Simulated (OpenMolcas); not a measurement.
Pd III: input and output

Input:

```
&GATEWAY
Coord
1

Pd 0.0 0.0 0.0
Basis=ANO-R2
Group=XYZ
NoMove
AngMom=0.0 0.0 0.0
AMFI
&SEWARD
* reference wave functions (RASSCF and RASSI steps not shown): 8 electrons in 6 orbitals (4d 5s)
>>> COPY JOB001 $Project.JobIph
&CASPT2
Multistate=55 1 2 3 4 5 6 7 8 9 10 11 12 13 14 15 16 17 18 19 20 21 22
23 24 25 26 27 28 29 30 31 32 33 34 35 36 37 38 39 40 41 42 43 44 45 46
47 48 49 50 51 52 53 54 55
Frozen=8 6
IPEA=0.25
Imaginary=0.1
MaxIter=60
WThr=0.0 0.3 0.05
PrWF=0.5
NoMix
>>> COPY JOB002 $Project.JobIph
&CASPT2
Multistate=10 1 2 3 4 5 6 7 8 9 10
Frozen=8 6
IPEA=0.25
Imaginary=0.1
MaxIter=60
WThr=0.0 0.3 0.05
PrWF=0.5
NoMix
>>> COPY JOB003 $Project.JobIph
&CASPT2
Multistate=50 1 2 3 4 5 6 7 8 9 10 11 12 13 14 15 16 17 18 19 20 21 22
23 24 25 26 27 28 29 30 31 32 33 34 35 36 37 38 39 40 41 42 43 44 45 46
47 48 49 50
Frozen=8 6
IPEA=0.25
Imaginary=0.1
MaxIter=60
WThr=0.0 0.3 0.05
PrWF=0.5
NoMix
```

Launched by
```bash
OMP_NUM_THREADS=1 MOLCAS_MEM=1689 MOLCAS_PROJECT=a pymolcas a.inp > a.log  # once for each step of the input, in one work folder
```

Output, cut to the results:

```
--- CASPT2 ---
Orbital specifications:
      -----------------------

      Symmetry species                           1   2
                                                ag  au
      Frozen orbitals                            8   6
      Inactive orbitals                          1   3
      Active orbitals                            6   0
      Secondary orbitals                        21  20
      Deleted orbitals                           0   0
      Number of basis functions                 36  29
Type of calculation                        MS-CASPT2
      Fock operator                              state-specific
      IPEA shift                                 0.25
      Real shift                                 0.00
      Imaginary shift                            0.10
      The input orbitals will be transformed to quasi-canonical
Reference energy:       -5041.8977036972
      E2 (Non-variational):      -0.5355334436
      Shift correction:          -0.0002279136
      E2 (Variational):          -0.5357613571
      Total energy:           -5042.4334650543
      Residual norm:              0.0000006588
      Reference weight:           0.91811
      Contributions to the CASPT2 correlation energy
      Active & Virtual Only:         -0.2353659460
      One Inactive Excited:          -0.2188013951
      Two Inactive Excited:          -0.0813661024
Reference energy:       -5041.8977036972
      E2 (Non-variational):      -0.5356862835
      Shift correction:          -0.0002287925
      E2 (Variational):          -0.5359150760
      Total energy:           -5042.4336187732
      Residual norm:              0.0000006512
      Reference weight:           0.91803
      Contributions to the CASPT2 correlation energy
      Active & Virtual Only:         -0.2354946191
      One Inactive Excited:          -0.2188135956
      Two Inactive Excited:          -0.0813780687
::    CASPT2 Root  1     Total energy:  -5042.43346505
::    CASPT2 Root  2     Total energy:  -5042.43361877
::    CASPT2 Root  3     Total energy:  -5042.43433029
::    CASPT2 Root  4     Total energy:  -5042.43417046
::    CASPT2 Root  5     Total energy:  -5042.43408509
::    CASPT2 Root  6     Total energy:  -5042.43467268
::    CASPT2 Root  7     Total energy:  -5042.43269159
::    CASPT2 Root  8     Total energy:  -5042.38773134
::    CASPT2 Root  9     Total energy:  -5042.38773157
::    CASPT2 Root 10     Total energy:  -5042.38773155
::    CASPT2 Root 11     Total energy:  -5042.15877455
::    CASPT2 Root 12     Total energy:  -5042.15938138
::    CASPT2 Root 13     Total energy:  -5042.15783566
::    CASPT2 Root 14     Total energy:  -5042.15924551
::    CASPT2 Root 15     Total energy:  -5042.15960195
::    CASPT2 Root 16     Total energy:  -5042.15780182
::    CASPT2 Root 17     Total energy:  -5042.15768791
::    CASPT2 Root 18     Total energy:  -5042.12746340
::    CASPT2 Root 19     Total energy:  -5042.12758791
::    CASPT2 Root 20     Total energy:  -5042.12744121
::    CASPT2 Root 21     Total energy:  -5042.12741763
::    CASPT2 Root 22     Total energy:  -5042.12746129
::    CASPT2 Root 23     Total energy:  -5042.12754821
::    CASPT2 Root 24     Total energy:  -5042.12740455
::    CASPT2 Root 25     Total energy:  -5042.12757059
::    CASPT2 Root 26     Total energy:  -5042.12752947
::    CASPT2 Root 27     Total energy:  -5042.10730353
::    CASPT2 Root 28     Total energy:  -5042.10719953
::    CASPT2 Root 29     Total energy:  -5042.10716012
::    CASPT2 Root 30     Total energy:  -5042.10717296
--- CASPT2 ---
Orbital specifications:
      -----------------------

      Symmetry species                           1   2
                                                ag  au
      Frozen orbitals                            8   6
      Inactive orbitals                          1   3
      Active orbitals                            6   0
      Secondary orbitals                        21  20
      Deleted orbitals                           0   0
      Number of basis functions                 36  29
Type of calculation                        MS-CASPT2
      Fock operator                              state-specific
      IPEA shift                                 0.25
      Real shift                                 0.00
      Imaginary shift                            0.10
      The input orbitals will be transformed to quasi-canonical
Reference energy:       -5041.6889303447
      E2 (Non-variational):      -0.5105190432
      Shift correction:          -0.0001941386
      E2 (Variational):          -0.5107131819
      Total energy:           -5042.1996435266
      Residual norm:              0.0000007049
      Reference weight:           0.92077
      Contributions to the CASPT2 correlation energy
      Active & Virtual Only:         -0.1976561777
      One Inactive Excited:          -0.2242912260
      Two Inactive Excited:          -0.0885716395
Reference energy:       -5041.6889303447
      E2 (Non-variational):      -0.5106907455
      Shift correction:          -0.0001949101
      E2 (Variational):          -0.5108856555
      Total energy:           -5042.1998160002
      Residual norm:              0.0000006768
      Reference weight:           0.92066
      Contributions to the CASPT2 correlation energy
      Active & Virtual Only:         -0.1978263309
      One Inactive Excited:          -0.2242724625
      Two Inactive Excited:          -0.0885919520
::    CASPT2 Root  1     Total energy:  -5042.19964353
::    CASPT2 Root  2     Total energy:  -5042.19981600
::    CASPT2 Root  3     Total energy:  -5042.19965891
::    CASPT2 Root  4     Total energy:  -5042.20148392
::    CASPT2 Root  5     Total energy:  -5042.20030175
::    CASPT2 Root  6     Total energy:  -5042.20042721
::    CASPT2 Root  7     Total energy:  -5042.20030653
::    CASPT2 Root  8     Total energy:  -5042.15003916
::    CASPT2 Root  9     Total energy:  -5042.15003917
...
```

Levels above the lowest, from the spin-orbit matrix with the single-state CASPT2 energies, averaged by term, on its diagonal:

```csv
Configuration,Term,J,E (cm-1),Measured (cm-1),g,Term weight %,Second
4d8,3F,4,0.0,0.0,1.249,99,
4d8,3F,3,3310,3230,1.084,100,
4d8,3F,2,4710,4687,0.724,85,14 1D
4d8,3P,2,10030,,1.237,55,34 1D
4d8,3P,1,13440,13470,1.501,100,
4d8,3P,0,13680,13699,,98,
4d8,1D,2,14350,,1.206,52,44 3P
4d8,1G,4,18100,17880,1.002,99,
4d8,1S,0,41770,,,98,
4d7 5s,5F,5,51050,52916,1.397,98,2 3G
4d7 5s,5F,4,53110,55089,1.346,97,
4d7 5s,5F,3,54690,56742,1.248,98,
4d7 5s,5F,2,55770,57845,1.002,98,
4d7 5s,5F,1,56430,58527,0.012,97,3 3D
4d7 5s,3F(1),4,60590,,1.243,94,2 1G
4d7 5s,3F(1),3,63310,,1.119,90,6 5P
4d7 5s,5P,3,63940,65708,1.630,93,6 3F(1)
4d7 5s,5P,2,64060,65788,1.757,84,13 3P(1)
4d7 5s,3F(1),2,65020,,0.722,92,3 5P
4d7 5s,5P,1,65340,67151,2.413,91,8 3P(1)
4d7 5s,3G,5,68370,69986,1.188,89,8 3H
4d7 5s,3G,4,69360,71047,1.027,79,11 3H
4d7 5s,3G,3,70950,72786,0.758,97,
4d7 5s,3P(1),2,71120,,1.459,55,19 3P(2)
```

Against the 16 measured excited levels shown (Moore, Atomic Energy Levels, vol. III, NSRDS-NBS 35 (1971 reprint of NBS Circular 467, 1958)) the mean absolute deviation is 1300 cm-1; the largest miss in energy is 4d7 5s 5F1: computed 56430, measured 58527 cm-1 (-3.6 %).

CASPT2 breaks the degeneracy within a term, and the mean is taken; among the terms shown or strongly mixed into the levels shown the widest spread is 540 cm-1 (4d8 1G). Terms from blocks run as CI alone lack orbitals of their own. A single d shell beside an s shell can misplace configurations of different d count against each other. Computed and measured levels are paired by configuration, term and J; levels that our copy of the source lacks, or whose pairing is in doubt (as where it misses far off the trend of its configuration), stay unpaired and out of the deviations. Only configurations of the active space appear. The first state left out of the spin-orbit step lies near 110000 cm-1 above the lowest spin-free state of the reference (among the parities and spins computed), and the list stops at four fifths of that energy or lower. The table shows the lowest 24 of 39 levels.

The term weight is that of the spin-free term in the level, not the purity of its configuration. A number in round brackets counts repeated terms of one configuration in the order of the reference energies.
